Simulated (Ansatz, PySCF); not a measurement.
Dimer: C2H2 (SMILES C#C) (first 4 atoms) with C2H6 (SMILES CC); geometry from B3LYP-D3(BJ)/def2-TZVP, rigid monomers moved along the line of their centres of mass till H4···C5 is 4.03 Å.
(charge 0, multiplicity 1):
```tsv
atom	x (Å)	y (Å)	z (Å)
C	0.4223	-0.2433	-0.5811
C	-0.3359	0.0052	0.3111
H	1.0955	-0.4638	-1.3733
H	-1.0057	0.2247	1.1064
C	-0.7748	0.3116	5.1288
C	0.6966	-0.0922	5.1054
H	-0.9372	1.2533	4.5991
H	-1.1357	0.4480	6.1500
H	-1.4036	-0.4501	4.6617
H	1.0553	-0.2278	4.0837
H	0.8566	-1.0306	5.6398
H	1.3218	0.6680	5.5778
```

Counterpoise-corrected where a basis set is named; no monomer relaxation.

Correlated levels freeze the cores.

Programs: Ansatz (a quantum-chemistry and plane-wave program) with Gaussian orbitals; PySCF for the dispersion terms. Values without a source in brackets are computed.

PBE/def2-TZVPPD gives -0.20 kcal/mol for the interaction energy.

Task: Where do these levels fall relative to PBE: PBE-D3(BJ)/def2-TZVPPD, r2SCAN/def2-TZVPPD, B3LYP/def2-TZVPPD, wB97M-V/def2-TZVPPD, MP2/aug-cc-pVDZ, CCSD(T)/aug-cc-pVDZ.

Result: PBE-D3(BJ)/def2-TZVPPD -0.28; r2SCAN/def2-TZVPPD 0.05; B3LYP/def2-TZVPPD 0.23; wB97M-V/def2-TZVPPD -0.14; MP2/aug-cc-pVDZ -0.15; CCSD(T)/aug-cc-pVDZ -0.13 kcal/mol. 2 of 6 lie above PBE; the widest gap is to PBE-D3(BJ)/def2-TZVPPD.
